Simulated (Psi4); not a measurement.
BCl3 (SMILES ClB(Cl)Cl), singlet, at a GFN2-xTB geometry. Base run: CCSD/6-31G run with Psi4.

Psi4 was given this input:
```
memory 2 GB

molecule mol {
0 1
B    -0.000129    0.000175   -0.010652
Cl    0.026664    1.722908    0.028970
Cl    1.478870   -0.884263   -0.031397
Cl   -1.505497   -0.838697    0.005559
}

set {
  basis 6-31g
  reference rhf
}

energy('ccsd')
print_variables()
```

Each row names what was changed in the base input (with any setting that the change needs).

| change | ΔE vs base (kcal/mol) | MP2 correlation (Eh) | basis functions | outcome |
|---|---|---|---|---|
| base | 0.000 | -0.18960 | 48 | converged |
| method = qcisd(t) | - | - | 48 | stopped with an error |
| puream = off | 0.000 | -0.18960 | 48 | converged |
| method = mp3 | 4.49 | -0.18957 | 48 | converged |
| method = dlpno-mp2 | 11.60 | -0.18946 | 48 | converged |
| freeze_core = on | 5.29 | -0.18009 | 48 | converged |
| method = scs-mp2 | 14.73 | -0.18960 | 48 | converged |
| method = cepa(1) | - | - | 48 | stopped with an error |
| method = mp2 | 11.53 | -0.18957 | 48 | converged |
| method = omp2 | 9.16 | -0.18957 | 48 | converged |

- method = qcisd(t): ended with `Fatal Error: ndocc must be less than nvirt`
- method = cepa(1): ended with `Fatal Error: ndocc must be less than nvirt`
